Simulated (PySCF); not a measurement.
F2GaH. Atoms are numbered in the order given.

```xyz
4

Ga     0.0000     0.0000    -0.3203
H      0.0000     0.0000    -1.8535
F      0.0000    -1.4470     0.6546
F      0.0000     1.4470     0.6546
```
Charge 0, spin multiplicity 1.

Coordinates come from a ωB97X-D3(BJ)/def2-TZVP optimisation.

Method: TDA-M06-2X/def2-SVPD in PySCF.

Vertical excitations.  State labels are in the subgroup C2v.

```tsv
state	symmetry	energy (eV)	λ (nm)	f	main pairs
S1	B1	7.68	161	0.070	HOMO→LUMO 96 %
S2	A2	8.53	145	0.000	HOMO−1→LUMO 97 %
S3	A1	8.81	141	0.243	HOMO→LUMO+1 72 %, HOMO−4→LUMO+1 11 %
S4	B2	8.89	140	0.003	HOMO−1→LUMO+1 56 %, HOMO−2→LUMO 33 %
S5	A2	9.07	137	0.000	HOMO−2→LUMO+1 85 %
S6	B2	9.12	136	0.002	HOMO−2→LUMO 49 %, HOMO−1→LUMO+1 20 %, HOMO→LUMO+3 13 %, HOMO−5→LUMO+1 9 %
S7	B1	9.43	132	0.005	HOMO−4→LUMO 86 %
S8	A2	9.65	129	0.000	HOMO−5→LUMO 96 %
S9	A1	9.66	128	0.029	HOMO−3→LUMO 79 %, HOMO−4→LUMO+1 12 %
S10	B1	9.67	128	0.112	HOMO−3→LUMO+1 71 %
T1	B1	6.99	177	0	HOMO→LUMO 97 %
T2	A1	7.23	171	0	HOMO→LUMO+1 80 %
T3	B2	8.36	148	0	HOMO−2→LUMO 81 %
T4	A2	8.40	148	0	HOMO−1→LUMO 93 %
```
Triplets are in the Tamm–Dancoff approximation.
